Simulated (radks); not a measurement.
Valence configurations of Ni (all share [Ar]). Method: non-relativistic Kohn-Sham, PBE, spin-polarised, spherical densities, point nucleus; open shells are filled with parallel spins first; computed with a radial shooting solver on a logarithmic mesh with Libxc functionals. Energies are relative to 3d8 4s2; eigenvalues in eV for spin up.

| valence | E (eV) | moment (Bohr magnetons) | e(3d) | e(4p) | e(4s) |
|---|---|---|---|---|---|
| 3d8 4s2 | 0.000 | 2 | -10.116 | - | -5.682 |
| 3d6 4s2 4p2 | 23.444 | 6 | -26.448 | -4.425 | -10.706 |
| 3d9 4s1 | -1.521 | 2 | -5.217 | - | -4.767 |
| 3d8 4s1 4p1 | 3.433 | 4 | -11.751 | -2.523 | -7.282 |
| 3d10 | -0.337 | 0 | -1.966 | - | - |
| 3d7 4s2 4p1 | 9.163 | 4 | -17.975 | -2.984 | -8.364 |
| 3d7 4s1 4p2 | 12.663 | 6 | -19.177 | -3.864 | -9.536 |
| 3d8 4s1.5 4p0.5 | 1.866 | 3 | -11.033 | -2.016 | -6.579 |
| 3d9 4p1 | 2.353 | 2 | -7.054 | -1.935 | - |
| 3d7.5 4s0.5 4p2 | 10.097 | 5 | -16.104 | -3.532 | -8.835 |

NIST lists [Ar] 3d8 4s2 as the ground configuration; this level of theory puts 3d9 4s1 lower, by 1.521 eV. The energies are those of spherical high-spin densities, not of single terms.
